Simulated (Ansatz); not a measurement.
A nudged elastic band was laid between two geometries of BrClZn + CH4 (8 atoms, charge 0, multiplicity 1).

Theory: RKS PBE0-D4/def2-SVP (Ansatz).

```
movable images  : 7
climbing image  : yes
spring          : 5.0 eV/Å²
optimiser       : quadratic models (default)
start path      : through a guess of the saddle point
force threshold : 0.03 eV/Å
iteration limit : 60
end points      : relaxed
```

Image 0:

```xyz
8
Properties=species:S:1:pos:R:3
Zn -1.171 -0.739 -1.186
Br -0.877 -2.911 -0.745
Cl -1.678 1.201 -1.837
H 0.607 -0.604 0.693
C 0.740 0.488 0.748
H -0.216 0.992 0.952
H 1.156 0.875 -0.193
H 1.440 0.697 1.568
```

Image 8:

```xyz
8
Properties=species:S:1:pos:R:3
Zn -0.507 0.516 -0.873
Br -0.892 -2.438 -0.421
Cl -1.801 0.158 -2.534
H -0.173 -2.900 0.721
C 0.665 1.083 0.558
H 0.191 0.912 1.538
H 0.908 2.154 0.477
H 1.610 0.516 0.534
```

(1) Which bonds break or form, and what moves?

(2) What energy profile does the band end with?

(3) What is the geometry of the highest image?

(4) What are the harmonic wavenumbers there?

Results:

(1) Bonds broken: H4–C5. Bonds formed: Zn1–C5, Br2–H4. BrClZn + CH4 becomes CH4BrClZn.

(2) The forces met the threshold. The highest image is number 4 of 0 to 8, 46.1 kcal/mol above the first end and 11.0 kcal/mol above the last; the last end lies 35.1 kcal/mol above the first. A vibrational analysis at the climbing image gives one clearly imaginary mode, 796i cm⁻¹: a first-order saddle point. The orbitals stay closed-shell, which can raise the energy where a bond breaks towards radicals; this wasn't checked here.

```json
{"image": "0", "path coordinate (Å)": "0.00", "energy (kcal/mol)": "0.0", "H4–C5 (Å)": "1.10", "Zn1–C5 (Å)": "2.98", "Br2–H4 (Å)": "3.10"}
{"image": "1", "path coordinate (Å)": "0.60", "energy (kcal/mol)": "0.8", "H4–C5 (Å)": "1.10", "Zn1–C5 (Å)": "3.02", "Br2–H4 (Å)": "2.85"}
{"image": "2", "path coordinate (Å)": "1.21", "energy (kcal/mol)": "5.6", "H4–C5 (Å)": "1.10", "Zn1–C5 (Å)": "2.76", "Br2–H4 (Å)": "2.50"}
{"image": "3", "path coordinate (Å)": "1.81", "energy (kcal/mol)": "23.1", "H4–C5 (Å)": "1.17", "Zn1–C5 (Å)": "2.30", "Br2–H4 (Å)": "2.13"}
{"image": "4", "path coordinate (Å)": "2.41", "energy (kcal/mol)": "46.1", "H4–C5 (Å)": "1.61", "Zn1–C5 (Å)": "2.04", "Br2–H4 (Å)": "1.63"}
{"image": "5", "path coordinate (Å)": "3.39", "energy (kcal/mol)": "38.1", "H4–C5 (Å)": "2.51", "Zn1–C5 (Å)": "1.95", "Br2–H4 (Å)": "1.43"}
{"image": "6", "path coordinate (Å)": "4.37", "energy (kcal/mol)": "35.6", "H4–C5 (Å)": "3.54", "Zn1–C5 (Å)": "1.94", "Br2–H4 (Å)": "1.42"}
{"image": "7", "path coordinate (Å)": "5.36", "energy (kcal/mol)": "35.3", "H4–C5 (Å)": "4.08", "Zn1–C5 (Å)": "1.94", "Br2–H4 (Å)": "1.43"}
{"image": "8", "path coordinate (Å)": "6.34", "energy (kcal/mol)": "35.1", "H4–C5 (Å)": "4.07", "Zn1–C5 (Å)": "1.93", "Br2–H4 (Å)": "1.43"}
```

(3) 
```xyz
8
Properties=species:S:1:pos:R:3
Zn -0.787 0.085 -0.861
Br -0.346 -2.451 -0.292
Cl -2.123 0.783 -2.345
H 0.220 -1.034 0.284
C 0.573 0.507 0.604
H -0.004 1.185 1.254
H 1.343 1.082 0.064
H 1.125 -0.158 1.292
```

(4) 796i, 83, 101, 107, 181, 309, 405, 455, 510, 783, 903, 1127, 1280, 1410, 1500, 3046, 3134, 3167 cm⁻¹.

The run took 14 min on 2 threads of Arm Neoverse N1 (shared host), peak memory 0.33 GiB.
